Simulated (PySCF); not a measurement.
C4H12Cl2Ga2, singlet (GFN2-xTB optimised geometry):

```
20

Ga    -1.240     2.128     2.242
Ga     0.014    -0.094     0.000
Cl    -0.613    -0.115     2.243
C      0.235     3.106     3.234
H      0.177     4.186     3.074
H      1.214     2.764     2.885
H      0.178     2.927     4.311
C     -3.268     2.126     2.236
H     -3.668     3.109     1.972
H     -3.671     1.856     3.216
H     -3.642     1.402     1.505
Cl    -0.610     2.150     0.000
C      2.042    -0.094     0.000
H      2.442     0.182    -0.980
H      2.442    -1.079     0.256
H      2.419     0.626     0.734
C     -1.464    -1.072    -0.986
H     -1.406    -0.902    -2.065
H     -2.442    -0.722    -0.641
H     -1.411    -2.150    -0.817
```

Computed with CAM-B3LYP/def2-SVP (PySCF).

Q: What are the frontier orbital energies and the dipole moment?

A: HOMO-2 -9.77 eV, HOMO-1 -9.27 eV, HOMO -8.78 eV, LUMO 1.12 eV, LUMO+1 1.52 eV; dipole moment 0.00 D.

On the same geometry PBE/def2-SVP in PySCF 2.14.0 gives HOMO-2 -7.20 eV, HOMO-1 -6.70 eV, HOMO -6.25 eV, LUMO -0.64 eV, LUMO+1 -0.23 eV; dipole moment 0.00 D.

Meta-Löwdin charges at CAM-B3LYP/def2-SVP: Ga1 0.55, Ga2 0.55, Cl3 -0.21, C4 -0.49, H5 0.11, H6 0.11, H7 0.11, C8 -0.49, H9 0.11, H10 0.11, H11 0.11, Cl12 -0.21, C13 -0.49, H14 0.11, H15 0.11, H16 0.11, C17 -0.49, H18 0.11, H19 0.11, H20 0.11.
